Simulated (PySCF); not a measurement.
# How methods differ on the ionisation energy of Ge²⁰⁺

Ge²⁰⁺ [Ne] 3s2 (1S) → Ge²¹⁺ [Ne] 3s1 (2S), as a difference of total energies. Calculation: PySCF 2.14, in an uncontracted even-tempered set (18 s from 2.1 bohr⁻², ratio 2.5; 11 p from 2.7 bohr⁻², ratio 2.5; 5 d from 10 bohr⁻², ratio 2.7; 4 f from 16 bohr⁻², ratio 2.7); scalar relativity by spin-free X2C-1e. Correlated levels: outer shells: 1s2 frozen; virtual orbitals above 40 to 60 times the deepest correlated orbital energy dropped. The calculations carry no spin-orbit coupling.

```csv
method,ionisation energy (eV)
UHF,832.65
LDA,835.84
PBE,836.45
PBE0,835.78
r2SCAN,833.27
M06,835.50
B97-3,835.96
MP2 (outer shells),835.31
SCS-MP2 (outer shells),835.61
```

How much does correlation contribute at MP2 (outer shells)?

835.31 − (832.65) = 2.66 eV, measured against UHF.

Breit and QED terms and the two-electron picture change are absent.

For comparison: 837.1 ± 1 eV (semi-empirical (NIST evaluation); NIST Atomic Spectra Database, ionization energies).
